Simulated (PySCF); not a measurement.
[AlBrH3]- (charge -1).
Cartesian coordinates in Å at the PBE0-D3(BJ)/def2-SVP level; atoms count from 1:
```xyz
5
AlBrH3 angstrom
Al    -0.002    0.003   -0.193
Br     0.020   -0.029    2.226
H      1.551    0.014   -0.692
H     -0.789    1.355   -0.654
H     -0.780   -1.342   -0.688
```

Computed at PBE0/pcSseg-1 (pcSseg-2 on Al) (PySCF, non-relativistic), with Q(27Al) = 0.1466 b, Q(79Br) = 0.313 b: Al1, 27Al (I = 5/2): χzz = 19.30 MHz, η = 0.000; Br2, 79Br (I = 3/2): χzz = 182.5 MHz, η = 0.000.

Q: Find the zero-field quadrupole resonance frequencies of 27Al at Al1.

A: From the eigenvalues of H = χ/[4I(2I − 1)] × [3Iz² − I(I + 1) + η(Ix² − Iy²)], steps between neighbouring levels, labelled as for η = 0: ±1/2↔±3/2 2.895 MHz, ±3/2↔±5/2 5.790 MHz (aluminium bonded to Br and 3 H).

Q: Find the zero-field quadrupole resonance frequencies of 79Br at Br2.

A: From ν = (|χ|/2)√(1 + η²/3): ν = 91.27 MHz (bromine bonded to Al). For 81Br the ratio of quadrupole moments, 0.8354, gives 76.25 MHz.

Q: Apply the simplest Townes–Dailey estimate (no s hybridisation, no π bonding), ionic character = 1 − χzz/χ0, where χ0 is the coupling for one missing p electron along the bond: 769.76 MHz for 79Br.

A: Br2 on Al1: 1 − (182.5)/(769.76) = 0.76. In this model a purely covalent bond gives χ0 and a free halide ion gives zero; s hybridisation or π bonding, where present, is counted here as ionic character.

In a crystal, neighbours and librations shift these lines. Isolated species at its PBE0-D3(BJ)/def2-SVP geometry, gas phase. The calculation is non-relativistic, for bromine too. The pcSseg-1 basis has no diffuse functions, a weakness for an anion. These gradients aren't converged with respect to the basis.
